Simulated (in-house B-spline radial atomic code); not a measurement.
Rb⁷⁺. Computed with a B-spline radial atomic code. Model: all-electron spherical atom, spin shells full or empty, radial basis limit, no spin-orbit coupling: exact exchange with a local potential (Slater, KLI or optimised effective potential, whose far tail is KLI's), no correlation.

The run also made RPA and GW results, which its time includes.

The Slater potential averages the orbital exchange potentials with the orbital densities as weights, KLI adds orbital constants, and the optimised effective potential minimises the exact-exchange energy among local potentials. So their energies lie above Hartree-Fock in the order OEP, KLI, Slater. All fall off as −1/r, unlike LDA and GGA exchange.

Command:
```bash
python run_gw.py task.json out
```
Settings (nuclear radius in fm, other lengths in bohr, energies in hartree):
```
Z                      37
electrons              30
configuration          [Ar] 3d10 4s2
hamiltonian            x2c
method                 slater
lmax                   9
rms_radius             4.2036
spin_polarised         False
box_radius             8.41
intervals              98
ion_configuration      [Ar] 3d10 4s1
```

Run time, properties included: 8.4 s on 1 thread of Intel(R) Xeon(R) 6975P-C (Granite Rapids), with other jobs on the host.

Given: hamiltonian one-electron scalar X2C; mean-field start Slater potential.

Computed: energy above Hartree-Fock 256.4 millihartree.

```tsv
radius (bohr)	r times exchange potential (hartree bohr)
0.00135	-0.055069
0.00166	-0.067624
0.00204	-0.082953
0.00251	-0.10179
0.00309	-0.12483
0.0038	-0.1527
0.00467	-0.18626
0.00575	-0.22693
0.00707	-0.27501
0.00869	-0.33135
0.0107	-0.39702
0.0131	-0.46905
0.0162	?
0.0199	-0.63625
0.0245	-0.72071
0.0301	-0.79622
0.037	-0.85396
0.0455	-0.88372
0.0559	-0.88865
0.0688	-0.90836
0.0846	-0.99045
0.104	-1.1278
0.128	-1.2747
0.157	-1.3785
0.193	-1.4
0.238	?
0.293	-1.3442
0.36	-1.5164
0.442	-1.7166
0.544	-1.8249
0.669	-1.79
0.823	-1.6033
1.01	-1.3083
1.24	-1.0911
1.53	-1.022
1.88	-1.0082
2.31	-1.0035
```

What belongs in the row 0.0162?

r times exchange potential (hartree bohr): -0.55189.

What belongs in the row 0.238?

r times exchange potential (hartree bohr): -1.3363.

```tsv
occupied	level (hartree)	Hartree-Fock level (hartree)
1s	-562.46	-565.98
2s	-80.018	-81.566
2p	-71.86	-72.583
3s	-15.968	-16.551
3p	?	?
3d	-8.7867	-8.6343
4s	-5.0426	-4.8069
```

What belongs in the row 3p?

level (hartree): -13.287; Hartree-Fock level (hartree): -13.555.

```tsv
empty	level (hartree)
4p	-4.2795
4d	-3.1238
5s	?
5p	-2.241
4f	-2.1245
```

What belongs in the row 5s?

level (hartree): -2.5261.

The highest level, 4s, differs from Hartree-Fock by -6.4 eV and the deepest, 1s, by +95.7 eV: the Slater potential lacks the response part and is deeper than the optimised one throughout, so the top level comes too deep.
